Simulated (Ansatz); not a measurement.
Start from `N=C[SiH2][SeH]` and change one element to get `N=C[SiH2]O`.

Ansatz, PBE0-D4/def2-TZVP geometries, multiplicity 1. Each molecule was computed in one conformer, which needn't be the lowest.

Scalar relativity is left out up to krypton.

| property | `N=C[SiH2][SeH]` |
| --- | --- |
| LUMO energy (B3LYP/def2-TZVPP) / eV | -1.49 |
| HOMO–LUMO gap (ωB97M-V/def2-TZVPP) / eV | 10.11 |
| LUMO energy (PBE0/def2-TZVPP) / eV | -1.28 |
| HOMO–LUMO gap (PBE/def2-TZVPP) / eV | 3.59 |
| HOMO–LUMO gap (B3LYP/def2-TZVPP) / eV | 5.38 |
| HOMO–LUMO gap (PBE0/def2-TZVPP) / eV | 5.82 |

(1) What does the change do to each property? (Estimate.)

Answers

(1) Ansatz gave: 
| property | `N=C[SiH2]O` | shift |
| --- | --- | --- |
| LUMO energy (B3LYP/def2-TZVPP) / eV | -1.39 | 0.10 |
| HOMO–LUMO gap (ωB97M-V/def2-TZVPP) / eV | 11.26 | 1.15 |
| LUMO energy (PBE0/def2-TZVPP) / eV | -1.15 | 0.13 |
| HOMO–LUMO gap (PBE/def2-TZVPP) / eV | 4.12 | 0.53 |
| HOMO–LUMO gap (B3LYP/def2-TZVPP) / eV | 6.22 | 0.84 |
| HOMO–LUMO gap (PBE0/def2-TZVPP) / eV | 6.67 | 0.85 |

With PBE0 the HOMO falls by 0.72 eV and the LUMO rises by 0.13 eV, so the gap widens by about 0.85 eV. PBE moves the HOMO by -0.48 eV and ωB97M-V by -0.88 eV.

B3LYP here is the variant with VWN-RPA as its local correlation; programs differ in this.

Spin–orbit coupling is left out; it splits and shifts lone-pair levels of the heavy atoms by tenths of an eV.
